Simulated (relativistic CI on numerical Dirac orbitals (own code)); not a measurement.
**Forbidden transitions in Pr XIX**

Calculated at this level of theory: Dirac-Coulomb-Breit CI, orbitals from a KLI potential per configuration, model QED, unscaled Slater integrals (own radial code, finite nucleus).

Configuration list (outside the closed core [Ar] 3d10): 4s²4p⁶4d⁵, 4s²4p⁵4d⁶, 4s²4p⁶4d⁴4f, 4s4p⁶4d⁵4f, 4p⁶4d⁷, 4p⁵4d⁸, 4s²4p⁶4d³5s², 4s²4p⁶4d²4f5s², 4s4p⁶4d³4f5s². Double excitations out of closed p, d and f shells are left out; levels of such configurations are missing from the list, as are those of other unlisted configurations, and high levels can miss mixing partners.

```csv
λ vac (Å),Lower,Upper,Type,A (s⁻¹),gf,Branching (%)
805.56,4s²4p⁶4d⁵ ⁶S5/2 [1],4s²4p⁶4d⁵ ⁴F5/2 [20],M1,2.04e+02,1.19e-07,9.7
906.83,4s²4p⁶4d⁵ ⁶S5/2 [1],4s²4p⁶4d⁵ ²F5/2 [18],M1,8.69e+01,6.43e-08,4.9
964.25,4s²4p⁶4d⁵ ⁶S5/2 [1],4s²4p⁶4d⁵ ⁴F3/2 [16],M1,2.06e+02,1.15e-07,11.1
1005.2,4s²4p⁶4d⁵ ⁶S5/2 [1],4s²4p⁶4d⁵ ⁴D3/2 [14],M1,5.15e+02,3.12e-07,70.3
1140.8,4s²4p⁶4d⁵ ⁶S5/2 [1],4s²4p⁶4d⁵ ²D5/2 [10],M1,6.56e+02,7.68e-07,55.4
1197.5,4s²4p⁶4d⁵ ⁶S5/2 [1],4s²4p⁶4d⁵ ⁴D7/2 [9],M1,1.07e+02,1.84e-07,30.1
1227.3,4s²4p⁶4d⁵ ⁴G5/2 [2],4s²4p⁶4d⁵ ⁴F5/2 [20],M1,7.73e+01,1.05e-07,3.7
1479.0,4s²4p⁶4d⁵ ⁴G5/2 [2],4s²4p⁶4d⁵ ²F5/2 [18],M1,7.48e+01,1.47e-07,4.2
1500.8,4s²4p⁶4d⁵ ⁶S5/2 [1],4s²4p⁶4d⁵ ⁴G5/2 [6],M1,4.50e+02,9.11e-07,50.2
1561.7,4s²4p⁶4d⁵ ⁴G7/2 [3],4s²4p⁶4d⁵ ⁴F5/2 [20],M1,4.87e+02,1.07e-06,23.0
1593.5,4s²4p⁶4d⁵ ⁶S5/2 [1],4s²4p⁶4d⁵ ⁴D3/2 [4],M1,1.18e+03,1.79e-06,92.6
1627.6,4s²4p⁶4d⁵ ⁴G7/2 [3],4s²4p⁶4d⁵ ²H9/2 [19],M1,3.18e+02,1.26e-06,19.7
1638.1,4s²4p⁶4d⁵ ⁴G5/2 [2],4s²4p⁶4d⁵ ⁴F3/2 [16],M1,6.90e+02,1.11e-06,37.0
1663.8,4s²4p⁶4d⁵ ⁶S5/2 [1],4s²4p⁶4d⁵ ⁴G7/2 [3],M1,6.86e+01,2.28e-07,39.4
1713.9,4s²4p⁶4d⁵ ⁴G11/2 [5],4s²4p⁶4d⁵ ²H9/2 [19],M1,3.09e+02,1.36e-06,19.1
1738.9,4s²4p⁶4d⁵ ⁴G5/2 [6],4s²4p⁶4d⁵ ⁴F5/2 [20],M1,3.92e+02,1.07e-06,18.5
1817.8,4s²4p⁶4d⁵ ⁴G5/2 [2],4s²4p⁶4d⁵ ²F7/2 [13],M1,3.48e+01,1.38e-07,11.4
1844.0,4s²4p⁶4d⁵ ⁴G9/2 [7],4s²4p⁶4d⁵ ²H9/2 [19],M1,8.09e+02,4.13e-06,50.0
1993.2,4s²4p⁶4d⁵ ⁴G7/2 [3],4s²4p⁶4d⁵ ²F5/2 [18],M1,1.87e+02,6.70e-07,10.6
2104.3,4s²4p⁶4d⁵ ⁴D3/2 [4],4s²4p⁶4d⁵ ²F5/2 [18],M1,1.06e+02,4.22e-07,6.0
2222.3,4s²4p⁶4d⁵ ⁴G5/2 [2],4s²4p⁶4d⁵ ²D5/2 [10],M1,3.10e+02,1.38e-06,26.2
2291.3,4s²4p⁶4d⁵ ⁴G5/2 [6],4s²4p⁶4d⁵ ²F5/2 [18],M1,1.21e+03,5.72e-06,68.9
2331.5,4s²4p⁶4d⁵ ⁴G7/2 [3],4s²4p⁶4d⁵ ²G9/2 [15],M1,1.92e+02,1.57e-06,46.0
2344.1,4s²4p⁶4d⁵ ⁶S5/2 [1],4s²4p⁶4d⁵ ⁴G5/2 [2],M1,6.28e+02,3.10e-06,100.0
2438.1,4s²4p⁶4d⁵ ⁴G11/2 [5],4s²4p⁶4d⁵ ²I13/2 [17],M1,7.36e+01,9.19e-07,89.9
2441.7,4s²4p⁶4d⁵ ⁴D3/2 [4],4s²4p⁶4d⁵ ⁴F3/2 [16],M1,8.67e+02,3.10e-06,46.5
2512.7,4s²4p⁶4d⁵ ⁴G11/2 [5],4s²4p⁶4d⁵ ²G9/2 [15],M1,1.69e+02,1.60e-06,40.4
2629.2,4s²4p⁶4d⁵ ⁴D7/2 [9],4s²4p⁶4d⁵ ²H9/2 [19],M1,7.30e+01,7.57e-07,4.5
2661.8,4s²4p⁶4d⁵ ⁴G7/2 [3],4s²4p⁶4d⁵ ²F7/2 [13],M1,3.96e+01,3.37e-07,13.0
2722.5,4s²4p⁶4d⁵ ⁴D3/2 [4],4s²4p⁶4d⁵ ⁴D3/2 [14],M1,8.82e+01,3.92e-07,12.1
2741.3,4s²4p⁶4d⁵ ²D5/2 [10],4s²4p⁶4d⁵ ⁴F5/2 [20],M1,4.63e+02,3.13e-06,21.9
2886.9,4s²4p⁶4d⁵ ⁴D3/2 [4],4s²4p⁶4d⁵ ⁴D1/2 [12],M1,3.24e+02,8.10e-07,44.5
3216.0,4s²4p⁶4d⁵ ⁴G11/2 [5],4s²4p⁶4d⁵ ²I11/2 [11],M1,3.60e+02,6.70e-06,83.1
3294.2,4s²4p⁶4d⁵ ⁴G9/2 [7],4s²4p⁶4d⁵ ²F7/2 [13],M1,1.87e+02,2.44e-06,61.3
3629.0,4s²4p⁶4d⁵ ⁴G7/2 [3],4s²4p⁶4d⁵ ²D5/2 [10],M1,1.88e+02,2.23e-06,15.9
3707.0,4s²4p⁶4d⁵ ⁴G9/2 [7],4s²4p⁶4d⁵ ²I11/2 [11],M1,7.35e+01,1.82e-06,16.9
3778.5,4s²4p⁶4d⁵ ²F7/2 [13],4s²4p⁶4d⁵ ⁴F5/2 [20],M1,3.10e+02,3.98e-06,14.7
4090.8,4s²4p⁶4d⁵ ⁴P1/2 [8],4s²4p⁶4d⁵ ⁴D1/2 [12],M1,4.04e+02,2.03e-06,55.4
4171.7,4s²4p⁶4d⁵ ⁴G5/2 [2],4s²4p⁶4d⁵ ⁴G5/2 [6],M1,4.43e+02,6.93e-06,49.4
4272.2,4s²4p⁶4d⁵ ⁴G7/2 [3],4s²4p⁶4d⁵ ⁴D7/2 [9],M1,1.32e+02,2.89e-06,37.2
4976.8,4s²4p⁶4d⁵ ⁴G5/2 [2],4s²4p⁶4d⁵ ⁴D3/2 [4],M1,9.38e+01,1.39e-06,7.4
5132.3,4s²4p⁶4d⁵ ⁴D7/2 [9],4s²4p⁶4d⁵ ²G9/2 [15],M1,5.32e+01,2.10e-06,12.7
5390.8,4s²4p⁶4d⁵ ²G9/2 [15],4s²4p⁶4d⁵ ²H9/2 [19],M1,5.95e+01,2.59e-06,3.7
5732.9,4s²4p⁶4d⁵ ⁴G5/2 [2],4s²4p⁶4d⁵ ⁴G7/2 [3],M1,1.05e+02,4.15e-06,60.5
5924.4,4s²4p⁶4d⁵ ⁴G5/2 [6],4s²4p⁶4d⁵ ⁴D7/2 [9],M1,8.76e+01,3.69e-06,24.7
```

Terms are leading LS components. Brackets give the number of a level in order of energy, since labels repeat. The list gives strong lines, with weight on those to low levels, among the lowest 200 of 1946 levels, so that lines to higher ones, which can be the strongest, are missing. Levels whose partners in the same complex of configurations lie outside the list can be far off, and so can their lines. Rates are taken at the computed energies, electric ones in the length gauge.

At this charge energies of transitions that change n are usually good to better than 1 %, and those within a shell (Δn = 0) to a few per cent. Terms inside the open d or f shell come out 10 to 20 % too wide with unscaled integrals.

LS names give the leading component of a level, which can be under half, so a name can repeat, a term be missing and a line seem to break the LS rules.
